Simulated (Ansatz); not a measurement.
C₃H₁₂ClGeN₃⁺, that is GeCl(NHMe)3 with one electron fewer. The state is a doublet with charge 1. Geometry PBE0-D4/def2-SVP, that of the neutral singlet; atoms count from 1.

Cartesian coordinates in Å:
```
Ge 0.008 0.025 -0.029
Cl -0.214 -1.105 1.846
N 1.499 -0.548 -0.876
C 2.663 -1.044 -0.177
H 1.296 -1.036 -1.743
H 3.557 -0.984 -0.820
H 2.866 -0.421 0.709
H 2.569 -2.087 0.182
N 0.149 1.783 0.367
C -0.524 2.390 1.493
H 1.079 2.151 0.194
H -0.595 3.482 1.360
H -1.556 2.012 1.564
H -0.045 2.195 2.471
N -1.445 -0.261 -1.068
C -2.174 -1.509 -1.068
H -2.033 0.562 -1.156
H -2.783 -1.602 -1.983
H -1.472 -2.356 -1.068
H -2.843 -1.648 -0.198
```

(1) Estimate the Mulliken populations from the PBE0/def2-TZVP orbitals of Ansatz.

(2) Where does the spin sit?

(3) And the Mayer bond orders between heavy atoms (over 0.3)?

## Answers

(1) 
| atom | charge (e) | spin (α − β) |
| --- | --- | --- |
| Ge1 | 0.62 | -0.04 |
| Cl2 | -0.23 | 0.03 |
| N3 | -0.29 | 0.31 |
| C4 | -0.30 | 0.00 |
| H5 | 0.27 | -0.01 |
| H6 | 0.19 | 0.01 |
| H7 | 0.16 | 0.00 |
| H8 | 0.19 | 0.04 |
| N9 | -0.30 | 0.31 |
| C10 | -0.30 | -0.01 |
| H11 | 0.27 | -0.01 |
| H12 | 0.19 | 0.02 |
| H13 | 0.16 | 0.00 |
| H14 | 0.19 | 0.04 |
| N15 | -0.31 | 0.27 |
| C16 | -0.30 | 0.00 |
| H17 | 0.26 | -0.01 |
| H18 | 0.19 | 0.01 |
| H19 | 0.15 | 0.00 |
| H20 | 0.19 | 0.04 |
Mulliken values depend strongly on the basis.

(2) Summed by element: Ge -0.04, Cl 0.03, N 0.89, C -0.01, H 0.13, of 1 unpaired in all. Largest on single atoms: N9 0.31, N3 0.31, N15 0.27.

(3) Ge1–Cl2 1.08 (2.20 Å); Ge1–N3 1.07 (1.81 Å); Ge1–N9 1.03 (1.81 Å); Ge1–N15 1.08 (1.81 Å); N3–C4 0.96 (1.45 Å); N9–C10 0.97 (1.45 Å); N15–C16 0.96 (1.45 Å).
